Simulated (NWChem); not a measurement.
System: YClF$_{2}$; SMILES [F][Y]([F])[Cl]

All runs: NWChem. Geometry: optimised at PBE0/def2-SVP. def2 effective core potentials on Y; no spin-orbit coupling. Level M06-L/def2-SVP: energy and gradient on several grids; changes count from the extra-fine grid, which is no exact limit either.

```csv
grid,size of the energy change (μHa),largest change of a gradient component (μHa/bohr)
xcoarse,20000,500
coarse,3000,200
medium,80,400
fine,20,300
xfine,< 10,< 30
```
